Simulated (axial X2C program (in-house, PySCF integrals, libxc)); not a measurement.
# Nuclear properties of AgAs

Computed with an in-house all-electron X2C program for linear molecules (integrals from PySCF): two-component X2C with atomic mean-field Coulomb and Gaunt terms, Gaussian nuclei, basis Ag dyall-cv3z, As dyall-cv3z with contracted cores.

R = 2.445 Å (near the PBE0 minimum at charge 0 of the determinant lowest at the starting distance; the state shown can have its own minimum elsewhere).

Determinant lowest in the PBE0 search, Ω = 1 (⟨Sz⟩ = 1.00, ⟨Lz⟩ = 0.00 at PBE0), spin on the atoms Ag -0.04, As 1.04:

| level | Eeff magnitude (GV/cm) | Ws magnitude Ag (kHz) | Ws magnitude As (kHz) | A∥/gI Ag (MHz) | qzz Ag (a.u.) | A∥/gI As (MHz) | qzz As (a.u.) | μ (D) |
| --- | --- | --- | --- | --- | --- | --- | --- | --- |
| PBE0 | 0.18 | 0.0293 | 0.0263 | -610 | -0.04 | -475 | -1.48 | -2.68 |
| HF | 0.862 | 0.357 | 0.169 | -844 | -1.21 | -390 | -2.32 | -4.50 |
| PBE50 | 0.176 | 0.124 | 0.0546 | -640 | -0.53 | -444 | -1.86 | -3.46 |
| BHandHLYP | 0.0318 | 0.0729 | 0.00633 | -551 | -0.37 | -382 | -1.65 | -3.09 |
| r2SCAN | 0.18 | 0.0782 | 0.113 | -543 | 0.11 | -507 | -1.39 | -2.48 |

Determinant 0.74 eV from it at PBE0 and this distance, Ω = 0 (closed shell), highest spinor 86% As p, 7% Ag p, 5% Ag d:

```
    level  qzz Ag (a.u.)  qzz As (a.u.)  μ (D)
     PBE0           0.05          -1.64  -2.77
       HF          -1.23          -2.86  -4.73
    PBE50          -0.48          -2.11  -3.56
BHandHLYP          -0.32          -1.94  -3.18
   r2SCAN           0.29          -1.43  -2.55
```

Eeff is the effective electric field on the electron electric dipole moment in this Ω state and Ws the scalar–pseudoscalar constant of the nucleus named (defined with the proton number Z and per Ω); A∥ (defined per Ω) follows by multiplying with gI = μI/(I μN); qzz is the electric field gradient, eQq0 = 234.96 MHz × Q/barn × qzz; μ is positive if the As end (last atom) is positive. The operators were transformed with the bare-nucleus X2C matrices; with these basis sets, hyperfine constants and field gradients can be off by tens of per cent, and where levels differ in sign neither size nor sign is settled.

(1) With gI(107Ag) = -0.2271, gI(75As) = 0.9597, Q(75As) = 0.311 barn (g factors from the IAEA table of nuclear moments by Stone; Q from Pyykkö, Mol. Phys. 2018), turn the PBE0 values of the first state into constants in MHz.

Each state is one determinant with collinear spin, which with several unpaired electrons need not be a pure state. Unrestricted Hartree–Fock can overshoot spin polarisation at the nuclei. In the state Ω = 1 the sign of Eeff differs between levels (HF, PBE50, r2SCAN against PBE0). A closed determinant beside an open π² or δ² triplet, such as (π1/2)², mixes with its partner pair into the 0⁺ component of the triplet and ¹Σ⁺, so its energy is not that of a level, and 0⁺ can lie lowest. With several open shells hyperfine constants can be off by a factor of several. Where Eeff spreads by more than a factor of two the levels disagree and none is to be relied on. Open-shell Ω = 0 determinants with evenly filled partner blocks cannot be reached by this program, so the Ω shown need not be the lowest component. The search compared states at one distance, so a state with another bond length can lie lower. The sign of Ws at Ag differs between levels in the first state. Further determinants of the search, some of them spin-mixed, are not shown. Where a field gradient or hyperfine factor spreads by more than a factor of two over the levels, a constant derived from it is not to be relied on. PBE0 term energies can be off by some tenths of an eV.

Answers

(1) A∥(107Ag) = -610 × -0.2271 = 139 MHz; A∥(75As) = -475 × 0.9597 = -456 MHz; eQq0(75As) = 234.96 × (0.311) × (-1.48) = -108 MHz.
